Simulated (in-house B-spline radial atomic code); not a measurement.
# RPA and G0W0 on r2SCAN0: Zn II (Zn+)

Configuration [Ar] 3d10 4s1, highest spin, mean-field start r2SCAN0. Computed with an all-electron radial atomic-structure program (B-spline basis): all electrons, scalar-relativistic (spin-free one-electron X2C), finite nucleus, each spin shell either full or empty, empty states to l = 9 with an (l + 1/2)⁻⁴ tail; G0W0 by contour deformation at full frequency.

RPA overbinds a lone outer s electron by self-correlation, and G0W0 tends to as well.

Command:
```bash
python run_gw.py task.json out
```
Settings (radii: box in bohr, nucleus in fm):
```
Z                        30
electrons                29
configuration            [Ar] 3d10 4s1
hamiltonian              x2c
method                   r2scan0
lmax                     9
rms_radius               3.9283
spin_polarised           True
box_radius               23.78
intervals                71
ion_configuration        [Ar] 3d10
```

Cost of the run: 4.6 s on 1 thread of Arm Neoverse V2, with other jobs on the host.

Energies (hartree):

```csv
term,value
mean-field total,-1795.55099
Hartree-Fock functional on these orbitals,-1794.01696
direct second order,-2.6073
second-order exchange,0.75027
SOSEX correction,0.6698
```

(1) What is the RPA correlation energy, and what remains with SOSEX?

Quasi-particle levels (eV):

| level | occupied | mean field | Σx - vxc | Σc | QP weight | G0W0 |
| --- | --- | --- | --- | --- | --- | --- |
| 4s up | yes | -15.570 | -1.63 | ? | ? | ? |
| 3d down | yes | -22.660 | -8.08 | 3.32 | 0.860 | -27.429 |
| 4s down | no | -11.427 | 4.26 | -2.13 | 0.935 | -9.297 |

G0W0 = mean field + (Σx - vxc) + Σc, with Σc (partial-wave tail included) taken at the quasi-particle energy. Only the outer levels were computed. Levels of low weight are left out.

(2) Where does G0W0 put 4s up?

(3) What does it cost to remove one electron (to [Ar] 3d10) by differences of total energies, each species on its own start (correlation terms add to the Hartree-Fock functional)?

Results:

(1) RPA gives -2.1445 hartree (-2.01 eV per electron); RPA + SOSEX gives -1.4747, and the second-order doubles -1.857 hartree (no singles). SOSEX takes back 31 % of the RPA value.

(2) At -18.533 eV, with Σc = -1.33 eV and a quasi-particle weight of 0.953. The tabulated removal energy is 17.964 eV (NIST, measured); the calculation leaves out spin-orbit coupling, Breit and QED terms, and what these don't explain is the method's own error.

(3) r2SCAN0 18.265 eV, Hartree-Fock functional 16.735 eV, + RPA 18.404 eV, + RPA + SOSEX 17.754 eV, + second order 18.623 eV. Tabulated: 17.964 eV (NIST, measured); the calculation leaves out spin-orbit coupling, Breit and QED terms, and what these don't explain is the method's own error.
